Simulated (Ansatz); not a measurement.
Species: H3BrS3Si, SMILES `S[Si](S)(S)Br` (charge 0, multiplicity 1).

Question: Give a relaxed geometry from PBE-D3(BJ)/def2-TZVP (Ansatz, an electronic-structure program).

Answer: This is not unique; one that fits is the end point of this relaxation, one of several conformers (outside a Z-matrix the atoms follow the SMILES, hydrogens last).
Z-matrix (Å, degrees):
```
Si
S 1 2.1316
H 2 1.3573 1 92.53
S 1 2.1411 2 108.00 3 61.68
H 4 1.3561 1 94.35 2 -171.81
S 1 2.1411 2 108.00 3 -61.68
H 6 1.3561 1 94.35 2 171.81
Br 1 2.2378 2 105.46 3 -180.00
```
